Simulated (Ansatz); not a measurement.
Computed with Ansatz on PBE0-D4/def2-TZVP structures; ΔE is electronic, products minus reactants. CBS: MP2 limit from def2 TZ/QZ plus the TZ coupled-cluster correction, frozen cores. This one scheme is used for every species, atoms too. Functionals use def2-TZVPP. No spin–orbit coupling; open shells (•) take unrestricted orbitals. Spin–orbit coupling would lower the free atoms: a little for C. For Zn outer-core shells are correlated without core-valence functions, so the limit isn't a true one: a few kJ/mol of doubt a bond, and 10 to 20 or more in all where bonds break to atoms. Scalar relativity is left out up to krypton. One conformer a species, not always the lowest.

`[CH3][Zn][NH2]` → C• + 5 H• + N• + Zn (atom)  (atomization)

`[CH3][Zn][NH2]`:

Cartesian coordinates in Å:
```
C 0.093 1.622 0.104
Zn -0.040 -0.296 -0.037
N -0.259 -2.091 -0.255
H 0.504 2.048 -0.814
H 0.742 1.912 0.933
H -0.891 2.068 0.269
H -0.616 -2.641 0.513
H 0.466 -2.623 -0.713
```

```json
{"level": "B2PLYP", "ΔE (kcal/mol)": "589.7"}
{"level": "PBE-QIDH", "ΔE (kcal/mol)": "591.7"}
{"level": "CCSD(T)/def2-SVP", "ΔE (kcal/mol)": "553.5"}
{"level": "MP2/CBS(def2)", "ΔE (kcal/mol)": "604.3"}
```

(1) What does CCSD(T)/CBS give? (Estimate.)

Largest T1 diagnostic among the species: 0.017.

Answers

(1) The calculation gave: +596.3 kcal/mol. The listed levels differ from it by -6.6, -4.6, -42.8, 8.0 kcal/mol.

At CCSD(T), def2-SVP lies −42.8 kcal/mol from the extrapolated value and def2-TZVPP −16.7 kcal/mol: correlation converges slowly with the basis, and small sets miss more of it in the bonded molecule than in its fragments. The D4 term adds +3.6 kcal/mol with B3LYP and +1.9 kcal/mol with PBE0; it sums over pairs of atoms, weighted by their polarisabilities, and B3LYP, whose exchange is more repulsive, gets the larger term.

B3LYP here is the variant with VWN-RPA as its local correlation; programs differ in this.

For atomizations the MP2-based limit and the directly extrapolated one differ by several kJ/mol either way, and by 10 to 25 for some Ge, Se and Sn compounds, so smaller differences from it don't rank the levels.
